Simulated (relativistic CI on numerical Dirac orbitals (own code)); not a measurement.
## d1 to d9 in one octahedral field

Computed with a parametric ligand-field model without spin-orbit coupling, by exact diagonalisation: B = 830, C = 3910, 10Dq = 14000 cm⁻¹ (Oh; |10Dq|/B = 16.9) for every shell. Energies in cm⁻¹; the field energy is (0.6 n_e − 0.4 n_t2) × 10Dq of the ground term; g labels are left out.

```csv
Shell,Ground term,Electrons in e,Field energy,First spin-allowed bands,Lowest term of other spin
d1,2T2,0.000,-5600,2E 14000,
d2,3T1,0.046,-10550,"3T2 12609, 3T1 23668",1T2 13299
d3,4A2,0.000,-16800,"4T2 14000, 4T1 21270",2E 17621
d4,5E,1.000,-8400,5T2 14000,3T1 8596
d5,6A1,2.000,0,none,4T1 16872
d6,5T2,2.000,-5600,5E 14000,1A1 4476
d7,?,?,?,?,?
d8,3A2,2.000,-16800,"3T2 14000, 3T1 21270",1E 14176
d9,2E,3.000,-8400,2T2 14000,
```

Problem. Fill in the row of d7.

Solution. Ground term: 4T1; Electrons in e: 2.046; Field energy: -10550; First spin-allowed bands: 4T2 12609, 4T1 23668; Lowest term of other spin: 2E 4128. Every shell keeps the spin of the free ion. Only d4 to d7 can choose; the field needed to pair spins is smallest for d6 and largest for d5, which loses most exchange energy. In the strong-field picture 10Dq must exceed about 6B + 5C = 24530 (d4), 7.5B + 5C = 25775 (d5), 2.5B + 4C = 17715 (d6) and 4B + 4C = 18960 (d7); mixing of terms shifts these bounds somewhat. High-spin d^(n+5) repeats the spin-allowed bands of d^n, since the half-filled shell is spherical.
